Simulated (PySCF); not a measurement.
SbFBr₂, SMILES [Br][Sb]([Br])[F].

Coordinates come from a PBE0-D3(BJ)/def2-SVP optimisation. The def2 effective core potentials stand for the cores of Sb; spin–orbit coupling is left out.

Two levels are set side by side: TDDFT-PBE/def2-SVPD (PySCF) and TDDFT-B3LYP/def2-SVPD (PySCF). Vertical, same geometry. The lowest singlet is HOMO→LUMO 73 %, HOMO−2→LUMO 18 % with PBE and HOMO−1→LUMO 79 %, HOMO→LUMO+1 16 % with the other functional; states are paired by order. Differences are taken from unrounded values.

```tsv
quantity	TDDFT-B3LYP
lowest singlet excitation (eV)	4.83
lowest triplet excitation (TDA) (eV)	4.20
```

Problem. What does TDDFT-PBE give, and how far is it from TDDFT-B3LYP? (An estimate is asked for; the answer gives what the named calculation found.)

Solution. 
| quantity | TDDFT-PBE | TDDFT-PBE minus TDDFT-B3LYP |
|---|---|---|
| lowest singlet excitation (eV) | 4.50 | -0.33 |
| lowest triplet excitation (TDA) (eV) | 4.05 | -0.15 |

A lower first singlet is the usual sign of a functional without exact exchange. Differences between two approximate levels are no errors against the true value.

Rough cost on one machine, each run with all the roots and properties that it gave: TDDFT-B3LYP against TDDFT-PBE about 3 times.
